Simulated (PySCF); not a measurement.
Ligands exchanged one at a time, In NH2-SH. Isolated molecules, 0 K electronic values unless said otherwise. One relaxed conformer stands for each flexible species; it need not be the lowest. Strings in code marks are SMILES.

The HOMO–LUMO gap from two functionals at the same geometries (B3LYP-D3(BJ)/def2-TZVP), both in PySCF: PBE-D3(BJ)/def2-TZVP and B3LYP-D3(BJ)/def2-TZVP. B3LYP has the VWN-RPA correlation part, as in Gaussian. 

```tsv
species	PBE-D3(BJ)/def2-TZVP (eV)	B3LYP-D3(BJ)/def2-TZVP (eV)
0 of 3 NH2 replaced by SH (`[NH2][In]([NH2])[NH2]`)	3.79	5.46
1 of 3 NH2 replaced by SH (`[NH2][In]([NH2])[SH]`)	3.84	5.48
2 of 3 NH2 replaced by SH (`[SH][In]([SH])[NH2]`)	3.71	5.33
3 of 3 NH2 replaced by SH (`[SH][In]([SH])[SH]`)	3.67	5.18
```

Over these rows, drawn at random from the members with no instability flagged (it was tested for open shells, ions and some series alone), PBE minus B3LYP-D3(BJ): mean -1.61 eV, from -1.66 eV to -1.51 eV.
